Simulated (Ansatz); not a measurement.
Results of the Gaussian-basis code of Ansatz.

A structure relaxed at PBE0-D4/def2-TZVP, charge 0, multiplicity 2:

Cartesian coordinates in Å:
```
C -0.747 1.548 -0.472
Ge -0.675 -0.274 0.138
C 1.176 -0.895 0.206
H 0.059 2.248 -0.279
H -1.606 1.953 -0.996
H -1.512 -1.158 -0.808
H -1.299 -0.383 1.549
H 1.622 -0.863 -0.788
H 1.222 -1.919 0.578
H 1.760 -0.258 0.872
```

**Question.** Give its formula and SMILES.

**Answer.** C2H7Ge, `[CH2][GeH2][CH3]`.

**Question.** Summarise the bond lengths by kind.

**Answer.** 2 × C–Ge 1.923 to 1.953 Å; 5 × C–H 1.084 to 1.091 Å; 2 × Ge–H 1.542 to 1.547 Å.
